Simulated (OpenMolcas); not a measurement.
## Mn²⁺: effect of the basis set

```
Program             : OpenMolcas
Method              : MS-CASPT2, IPEA 0.25 Eh, imaginary shift 0.1 Eh (closed shells correlated: 3s 3p)
Active space        : 5 electrons in 5 orbitals (3d)
State averaging     : 2S+1 = 6 even, 1 root; 2S+1 = 4 even, 24 roots; 2S+1 = 2 even, 75 roots
Spin-orbit coupling : state interaction with AMFI integrals over the reference wave functions, term energies averaged over their components
```

A. ANO-R1 [5s3p3d1f], X2C, finite nucleus; CASPT2 step of the order of 9 core-seconds
B. ANO-L-VTZP [6s5p3d2f1g], non-relativistic, point nucleus; CASPT2 step roughly 16 core-seconds
C. ANO-RCC-VTZP [6s5p3d2f1g], DKH2, point nucleus; CASPT2 step of the order of 10 core-seconds
D. ANO-R2 [7s4p4d2f1g], X2C, finite nucleus; CASPT2 step about 13 core-seconds
E. ANO-RCC-VQZP [7s6p4d3f2g1h], DKH2, point nucleus; CASPT2 step roughly 30 core-seconds
F. ANO-R3 [8s5p5d3f2g1h], X2C, finite nucleus; CASPT2 step roughly 40 core-seconds

Energies in eV above 3d⁵ ⁶S_5/2, the measured ground level; measured values from Corliss and Sugar, J. Phys. Chem. Ref. Data 6, 1253 (1977).

| Level | A | B | C | D | E | F | Measured |
| --- | --- | --- | --- | --- | --- | --- | --- |
| 3d⁵ ⁶S_5/2 | 0.0000 | 0.0000 | 0.0000 | 0.0000 | 0.0000 | 0.0000 | 0.0000 |
| 3d⁵ ⁴G_5/2 | 3.589 | 3.493 | 3.460 | 3.449 | 3.381 | 3.377 |  |
| 3d⁵ ⁴G_7/2 | 3.591 | 3.495 | 3.462 | 3.451 | 3.383 | 3.379 | 3.3302 |
| 3d⁵ ⁴G_11/2 | 3.591 | 3.496 | 3.463 | 3.451 | 3.384 | 3.379 | 3.3258 |
| 3d⁵ ⁴G_9/2 | 3.592 | 3.496 | 3.463 | 3.452 | 3.384 | 3.380 |  |
| 3d⁵ ⁴P_5/2 | 3.872 | 3.837 | 3.798 | 3.782 | 3.717 | 3.711 | 3.6163 |
| 3d⁵ ⁴P_3/2 | 3.877 | 3.842 | 3.802 | 3.787 | 3.722 | 3.716 |  |
| 3d⁵ ⁴P_1/2 | 3.881 | 3.848 | 3.808 | 3.793 | 3.728 | 3.721 |  |
| 3d⁵ ⁴D_7/2 | 4.309 | 4.198 | 4.158 | 4.146 | 4.080 | 4.075 | 4.0056 |
| 3d⁵ ⁴D_1/2 | 4.314 | 4.203 | 4.164 | 4.152 | 4.086 | 4.081 | 4.0132 |
| 3d⁵ ⁴D_3/2 | 4.317 | 4.208 | 4.168 | 4.156 | 4.090 | 4.085 |  |
| 3d⁵ ⁴D_5/2 | 4.318 | 4.209 | 4.169 | 4.157 | 4.091 | 4.086 | 4.0151 |
| 3d⁵ ²I_11/2 | 5.257 | 5.119 | 5.061 | 5.049 | 4.937 | 4.934 | 4.8570 |
| 3d⁵ ²I_13/2 | 5.262 | 5.125 | 5.066 | 5.054 | 4.942 | 4.939 | 4.8573 |
| 3d⁵ ²D_5/2(1) | 5.491 | 5.419 | 5.362 | 5.342 | 5.247 | 5.240 | 5.1129 |
| 3d⁵ ²D_3/2(1) | 5.533 | 5.460 | 5.402 | 5.382 | 5.289 | 5.284 | 5.1540 |
| 3d⁵ ²F_7/2(1) | 5.686 | 5.614 | 5.556 | 5.535 | 5.436 | 5.426 | 5.2825 |
| 3d⁵ ²F_5/2(1) | 5.739 | 5.666 | 5.606 | 5.585 | 5.488 | 5.480 | 5.3444 |
| 3d⁵ ⁴F_9/2 | 5.855 | 5.727 | 5.670 | 5.654 | 5.567 | 5.563 | 5.4024 |
| 3d⁵ ⁴F_7/2 | 5.858 | 5.731 | 5.673 | 5.657 | 5.570 | 5.566 | 5.4060 |
| 3d⁵ ⁴F_5/2 | 5.864 | 5.738 | 5.680 | 5.663 | 5.577 | 5.573 | 5.4142 |
| 3d⁵ ⁴F_3/2 | 5.868 | 5.742 | 5.684 | 5.667 | 5.581 | 5.577 | 5.4150 |
| 3d⁵ ²H_9/2 | 6.247 | 6.128 | 6.068 | 6.046 | 5.932 | 5.927 | 5.7672 |
| 3d⁵ ²H_11/2 | 6.269 | 6.155 | 6.094 | 6.072 | 5.956 | 5.951 | 5.7864 |

Deviations, from unrounded energies. A percentage is the sum of absolute deviations over the sum of measured energies, with the sign that they share, or ± where signs differ.

| Against measurement | Levels | A | B | C | D | E | F |
| --- | --- | --- | --- | --- | --- | --- | --- |
| mean absolute deviation (cm-1) | 18 | 3100 | 2200 | 1800 | 1700 | 970 | 930 |
| other terms of the ground configuration (%) | 18 | +7.9 | +5.8 | +4.7 | +4.3 | +2.5 | +2.4 |

E, F lie about equally close to measurement and A furthest from it. The largest miss of F in the table is 3d⁵ ²H_11/2, by +1300 cm-1. The ranking rests on the paired levels alone, and a cruder setting can come out closer through cancelling errors.

The two smallest mean deviations differ by little beside CASPT2's spread within terms, so their order carries little weight.

Among A to F the level of the table that moves most is 3d⁵ ²I_13/2, by 2600 cm-1 (lowest in F, highest in A). Moves below CASPT2's spread within the term are not significant.

Term energies are means over components that CASPT2 splits; among the terms shown or strongly mixed into the levels shown the widest spread is 940 cm-1 (3d⁵ ⁴F, E). Blocks of more than 70 roots (2S+1 = 2 even) ran without multistate coupling. Some levels mix across a computed gap that differs much from the measured one, so their mixing is not that of the real levels (holds for F). Computed and measured levels are paired by configuration, term and J; levels that our copy of the source lacks, or whose pairing is in doubt (as where it misses far off the trend of its configuration), stay unpaired and out of the deviations. Levels of configurations outside the active space are missing. The table leaves out levels that lie high or whose names do not pair safely across all columns.

A number in round brackets counts repeated terms of one configuration in the order of the reference energies.
